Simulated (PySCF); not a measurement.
# Fractional electron number in Ti (titanium, neutral)

The 4s beta orbital of [Ar] 3d2 4s2 is emptied in steps (occupation f), with all orbitals relaxed, ending at [Ar] 3d2 4s1. Calculation: PySCF 2.14, in jorge-DZP-DKH (8s6p2d1f, 43 functions); scalar relativity by spin-free X2C-1e. The exact energy is a straight line in f; departures are measured from the line between the end points of the same method.

Question: Among PBE0, r2SCAN, LC-wPBE, which shows the largest delocalisation error (convex curve), and which is closest to linear?

Answer: Most convex: r2SCAN (-0.482 eV at f = 0.4); closest to linear: LC-wPBE (0.016 eV).

| f | PBE0 (eV) | r2SCAN (eV) | LC-wPBE (eV) |
| --- | --- | --- | --- |
| 1 | 0.000 | 0.000 | 0.000 |
| 0.8 | -0.296 | -0.346 | 0.015 |
| 0.6 | -0.443 | -0.505 | 0.019 |
| 0.4 | -0.442 | -0.482 | 0.016 |
| 0.2 | -0.291 | -0.297 | 0.009 |
| 0 | 0.000 | 0.000 | 0.000 |

| method | E(f=0) − E(f=1) (eV) | −ε at f=1 (eV) | −ε at f=0.4 (eV) |
| --- | --- | --- | --- |
| PBE0 | 6.522 | 4.672 | 6.902 |
| r2SCAN | 6.339 | 4.134 | 6.885 |
| LC-wPBE | 6.367 | 6.457 | 6.336 |

Reference removal energy between the ground levels: 6.828 eV (measured; NIST Atomic Spectra Database, ionization energies). The calculation has no spin-orbit coupling.
